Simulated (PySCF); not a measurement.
PySCF job for Al2H4O4, SMILES [OH][Al]([OH])[Al]([OH])[OH], TDA-PBE/def2-SVPD. Geometry: B3LYP-D3(BJ)/def2-SVP. The structure was generated by enumeration; whether it is a known compound was not checked. Other conformers were not sampled.

```python
import numpy as np
from pyscf import gto, scf, dft, tdscf

mol = gto.M(
    atom='''
    Al    0.00000000   -0.00000000    1.25694074
    O    -1.05824898    1.05824898    2.08551274
    O     1.05824898   -1.05824898    2.08551274
    Al   -0.00000000    0.00000000   -1.25694074
    O    -1.05824898   -1.05824898   -2.08551274
    O     1.05824898    1.05824898   -2.08551274
    H    -1.17493634    1.17493635    3.03240627
    H     1.17493635   -1.17493634    3.03240628
    H    -1.17493634   -1.17493635   -3.03240626
    H     1.17493635    1.17493634   -3.03240627
    ''',
    basis='def2-SVPD',
    charge=0,
    spin=0,
    symmetry=True,
    max_memory=1600,
    verbose=4,
)
mf = dft.RKS(mol, xc='pbe').density_fit(auxbasis='def2-universal-jkfit')
mf.grids.level = 3
mf.conv_tol = 1e-9
mf.max_cycle = 100
mf.kernel()
mf.grids = dft.Grids(mol).set(level=1).build(with_non0tab=True)  # coarser grid for the response kernel
td = tdscf.TDA(mf)
td.singlet = True
td.nstates = 10
td.conv_tol = 1e-4
td.positive_eig_threshold = 1e-6
td.kernel(x0=td.get_init_guess(mf, 15))
td.analyze()
tt = tdscf.TDA(mf)
tt.singlet = False
tt.nstates = 4
tt.conv_tol = 1e-4
tt.positive_eig_threshold = 1e-6
tt.kernel(x0=tt.get_init_guess(mf, 9))
tt.analyze(verbose=3)
```

Output:

```
PySCF version 2.14.0

[INPUT] verbose = 4
[INPUT] num. atoms = 10
[INPUT] num. electrons = 62
[INPUT] charge = 0
[INPUT] spin (= nelec alpha-beta = 2S) = 0
[INPUT] symmetry True subgroup None
[INPUT] Mole.unit = angstrom
[INPUT] Symbol           X                Y                Z      unit          X                Y                Z       unit  Magmom
[INPUT]  1 Al     0.000000000000   0.000000000000   1.256940740000 AA    0.000000000000   0.000000000000   2.375273753408 Bohr   0.0
[INPUT]  2 O     -1.058248980000   1.058248980000   2.085512740000 AA   -1.999800743800   1.999800743800   3.941047907891 Bohr   0.0
[INPUT]  3 O      1.058248980000  -1.058248980000   2.085512740000 AA    1.999800743800  -1.999800743800   3.941047907891 Bohr   0.0
[INPUT]  4 Al     0.000000000000   0.000000000000  -1.256940740000 AA    0.000000000000   0.000000000000  -2.375273753408 Bohr   0.0
[INPUT]  5 O     -1.058248980000  -1.058248980000  -2.085512740000 AA   -1.999800743800  -1.999800743800  -3.941047907891 Bohr   0.0
[INPUT]  6 O      1.058248980000   1.058248980000  -2.085512740000 AA    1.999800743800   1.999800743800  -3.941047907891 Bohr   0.0
[INPUT]  7 H     -1.174936340000   1.174936350000   3.032406270000 AA   -2.220307896399   2.220307915296   5.730417348714 Bohr   0.0
[INPUT]  8 H      1.174936350000  -1.174936340000   3.032406280000 AA    2.220307915296  -2.220307896399   5.730417367611 Bohr   0.0
[INPUT]  9 H     -1.174936340000  -1.174936350000  -3.032406260000 AA   -2.220307896399  -2.220307915296  -5.730417329817 Bohr   0.0
[INPUT] 10 H      1.174936350000   1.174936340000  -3.032406270000 AA    2.220307915296   2.220307896399  -5.730417348714 Bohr   0.0

nuclear repulsion = 322.724783355113
point group symmetry = D2d, use subgroup D2
symmetry origin: [6.09589082e-10 0.00000000e+00 6.09589053e-10]
symmetry axis x: [ 1.00000000e+00 -6.44582663e-20  1.36303389e-29]
symmetry axis y: [ 6.44582663e-20  1.00000000e+00 -2.11459905e-10]
symmetry axis z: [-0.00000000e+00  2.11459905e-10  1.00000000e+00]
num. orbitals of irrep A = 45
num. orbitals of irrep B1 = 45
num. orbitals of irrep B2 = 41
num. orbitals of irrep B3 = 41
number of shells = 72
number of NR pGTOs = 256
number of NR cGTOs = 172
basis = def2-SVPD
ecp = {}


[settings echo left out]
init E= -787.65275509859
HOMO (A) = -0.296412941406476  LUMO (B3) = -0.0979384109056993  gap/eV = 5.40077
cycle= 1 E= -786.908482779404  delta_E= 0.744  |g|= 1.67  |ddm|= 3.82
HOMO (B3) = -0.0514400127159349  LUMO (B1) = -0.00290928079293762  gap/eV = 1.32059
cycle= 2 E= -783.509257622807  delta_E=  3.4  |g|= 4.16  |ddm|=  6.2
HOMO (A) = -0.241736241640172  LUMO (B1) = -0.053352847643354  gap/eV = 5.12617
cycle= 3 E= -787.443756586729  delta_E= -3.93  |g|= 0.204  |ddm|= 5.13
HOMO (B1) = -0.272062919910909  LUMO (B2) = -0.0668876308100406  gap/eV = 5.58310
cycle= 4 E= -787.453461305924  delta_E= -0.0097  |g|= 0.0989  |ddm|= 0.524
HOMO (A) = -0.253577280948934  LUMO (B2) = -0.0536173453729329  gap/eV = 5.44119
cycle= 5 E= -787.456466256041  delta_E= -0.003  |g|= 0.0114  |ddm|= 0.174
HOMO (A) = -0.255153308553472  LUMO (B3) = -0.0548742375170899  gap/eV = 5.44987
cycle= 6 E= -787.456493096004  delta_E= -2.68e-05  |g|= 0.00217  |ddm|= 0.0198
HOMO (A) = -0.255028680215086  LUMO (B2) = -0.0548187851071051  gap/eV = 5.44799
cycle= 7 E= -787.456494134865  delta_E= -1.04e-06  |g|= 0.000357  |ddm|= 0.00422
HOMO (A) = -0.255037979959193  LUMO (B2) = -0.0548258624150346  gap/eV = 5.44805
cycle= 8 E= -787.456494158707  delta_E= -2.38e-08  |g|= 6.72e-05  |ddm|= 0.000368
HOMO (A) = -0.255039504384574  LUMO (B3) = -0.0548266047583139  gap/eV = 5.44807
cycle= 9 E= -787.456494159546  delta_E= -8.39e-10  |g|= 7.76e-06  |ddm|= 9.09e-05
HOMO (A) = -0.255037492546426  LUMO (B3) = -0.0548256383787513  gap/eV = 5.44804
Extra cycle  E= -787.456494159504  delta_E= 4.23e-11  |g|= 1.69e-05  |ddm|= 3.82e-05
converged SCF energy = -787.456494159504
tot grids = 43312
Overwritten attributes  positive_eig_threshold  of <class 'pyscf.tdscf.rks.TDA'>


******** <class 'pyscf.tdscf.rks.TDA'> for <class 'pyscf.df.df_jk.DFSymAdaptedRKS'> ********
nstates = 10 singlet
deg_eia_thresh = 1.000e-03
wfnsym = None
conv_tol = 0.0001
eigh lindep = 1e-12
eigh level_shift = 0
eigh max_cycle = 100


Excitation energies (eV)
[5.85341277 5.85341277 5.90519088 5.92802543 5.93417987 5.9399188
 6.01338836 6.03205756 6.03577658 6.03577659]

** Singlet excitation energies and oscillator strengths **
Excited State   1:   B3      5.85341 eV    211.82 nm  f=0.0002
      29 -> 33       -0.46512
      30 -> 32        0.52404
Excited State   2:   B2      5.85341 eV    211.82 nm  f=0.0002
      29 -> 32        0.46512
      30 -> 33       -0.52404
Excited State   3:   B1      5.90519 eV    209.96 nm  f=0.0774
      27 -> 33        0.37206
      28 -> 32        0.37206
      31 -> 34        0.46344
Excited State   4:    A      5.92803 eV    209.15 nm  f=0.0000
      27 -> 32        0.49632
      28 -> 33       -0.49632
Excited State   5:   B1      5.93418 eV    208.93 nm  f=0.0000
      27 -> 33        0.49803
      28 -> 32       -0.49803
Excited State   6:    A      5.93992 eV    208.73 nm  f=0.0000
      27 -> 32       -0.49682
      28 -> 33       -0.49682
Excited State   7:    A      6.01339 eV    206.18 nm  f=0.0000
      30 -> 34        0.69923
Excited State   8:   B1      6.03206 eV    205.54 nm  f=0.2391
      25 -> 33        0.12117
      26 -> 32        0.12117
      27 -> 33       -0.32035
      28 -> 32       -0.32035
      31 -> 34        0.49496
      31 -> 36        0.12192
Excited State   9:   B3      6.03578 eV    205.42 nm  f=0.0004
      27 -> 34       -0.54323
      29 -> 33        0.32978
      30 -> 32        0.29256
Excited State  10:   B2      6.03578 eV    205.42 nm  f=0.0004
      28 -> 34        0.54323
      29 -> 32        0.32978
      30 -> 33        0.29256

** Transition electric dipole moments (AU) **
state          X           Y           Z        Dip. S.      Osc.
  1         0.0367     -0.0000      0.0000      0.0013      0.0002
  2        -0.0000      0.0367      0.0000      0.0013      0.0002
  3         0.0000     -0.0000      0.7316      0.5353      0.0774
  4         0.0000      0.0000     -0.0000      0.0000      0.0000
  5         0.0000     -0.0000     -0.0000      0.0000      0.0000
  6        -0.0000     -0.0000     -0.0000      0.0000      0.0000
  7        -0.0000      0.0000      0.0000      0.0000      0.0000
  8         0.0000      0.0000      1.2720      1.6180      0.2391
  9         0.0546     -0.0000     -0.0000      0.0030      0.0004
 10         0.0000     -0.0546      0.0000      0.0030      0.0004

** Transition velocity dipole moments (imaginary part, AU) **
state          X           Y           Z        Dip. S.      Osc.
  1         0.0286      0.0000      0.0000      0.0008      0.0025
  2         0.0000      0.0286     -0.0000      0.0008      0.0025
  3         0.0000     -0.0000      0.1396      0.0195      0.0599
  4        -0.0000      0.0000     -0.0000      0.0000      0.0000
  5        -0.0000      0.0000     -0.0000      0.0000      0.0000
  6         0.0000     -0.0000     -0.0000      0.0000      0.0000
  7         0.0000     -0.0000      0.0000      0.0000      0.0000
  8         0.0000     -0.0000      0.2250      0.0506      0.1523
  9        -0.0302     -0.0000     -0.0000      0.0009      0.0027
 10        -0.0000      0.0302     -0.0000      0.0009      0.0027

** Transition magnetic dipole moments (imaginary part, AU) **
state          X           Y           Z
  1         0.3144     -0.0000      0.0000
  2         0.0000     -0.3144     -0.0000
  3         0.0000      0.0000      0.0000
  4        -0.0000     -0.0000     -0.0000
  5        -0.0000      0.0000      0.4556
  6        -0.0000      0.0000      0.0000
  7        -0.0000      0.0000      0.0000
  8        -0.0000     -0.0000     -0.0000
  9         0.3346      0.0000     -0.0000
 10         0.0000      0.3346     -0.0000


******** <class 'pyscf.tdscf.rks.TDA'> for <class 'pyscf.df.df_jk.DFSymAdaptedRKS'> ********
nstates = 4 triplet
deg_eia_thresh = 1.000e-03
wfnsym = None
conv_tol = 0.0001
eigh lindep = 1e-12
eigh level_shift = 0
eigh max_cycle = 100


Excitation energies (eV)
[4.68986422 4.68986422 5.29140445 5.62210601]

** Triplet excitation energies and oscillator strengths **
Excited State   1:   B3      4.68986 eV    264.37 nm  f=0.0000
Excited State   2:   B2      4.68986 eV    264.37 nm  f=0.0000
Excited State   3:   B1      5.29140 eV    234.31 nm  f=0.0000
Excited State   4:   B3      5.62211 eV    220.53 nm  f=0.0000
```

The run converged.

Cost: about 50 core-seconds (a rough figure).
